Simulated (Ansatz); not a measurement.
Computed with Ansatz on PBE0-D4/def2-TZVP structures; ΔE is electronic, products minus reactants. CCSD(T)/CBS adds triple-zeta CCSD(T) − MP2 to the extrapolated MP2 energy (def2 sets, frozen cores). DFT in def2-TZVPP. HSE06 is defined as in plane-wave codes. For Br outer-core shells are correlated without core-valence functions, which leaves a few kJ/mol of doubt a bond. Scalar relativity is left out up to krypton. Each species was taken in one conformer, which may not be the lowest.

Reaction (isomerisation): `CO[Si]Br` → `O=C[SiH2]Br`

**Question.** Is it downhill or uphill in electronic energy at CCSD(T)/CBS, and by how much? (An estimate is asked.)

**Answer.** Ansatz gave: Uphill: ΔE = +24.2 kcal/mol.

**Question.** What do these levels give: BLYP-D4, r2SCANh-D4, HSE06-D4, ωB97X-V, PBE-QIDH, PBE, PBE0, r2SCAN0, HSE06, BHLYP, HF/def2-TZVPP, MP2/CBS(def2)? (Estimate.)

**Answer.** The calculation gave: BLYP-D4 25.4, r2SCANh-D4 23.4, HSE06-D4 24.5, ωB97X-V 22.3, PBE-QIDH 23.9, PBE 24.0, PBE0 24.2, r2SCAN0 24.1, HSE06 24.3, BHLYP 25.3, HF/def2-TZVPP 20.8, MP2/CBS(def2) 24.3 kcal/mol.

**Question.** What do rigid-rotor, harmonic-oscillator terms from PBE0-D4/def2-TZVP frequencies (298.15 K, 1 bar) make of the CCSD(T)/CBS value? (Best estimate.)

**Answer.** Ansatz gave: ΔZPE = -4.7 kcal/mol, ΔH = +19.5 kcal/mol, ΔS = 3 J/(mol·K), ΔG = +19.3 kcal/mol. Modes under 50 cm⁻¹ make the entropy rough.

Largest T1 diagnostic among the species: 0.012.

In def2-TZVPP, CCSD(T) changes the Hartree–Fock value by +2.9 kcal/mol (the triples alone add −0.2 kcal/mol) and MP2 by +3.0 kcal/mol. Leaving LDA and LC-ωPBE aside and taking each functional with its dispersion term where it has one, the values, not all of them listed here, spread over 4.4 kcal/mol, from ωB97X-V to ωB97M-V. LDA lies +5.7 kcal/mol from PBE without D4. At CCSD(T), def2-SVP lies −4.0 kcal/mol from the extrapolated value and def2-TZVPP −0.5 kcal/mol.
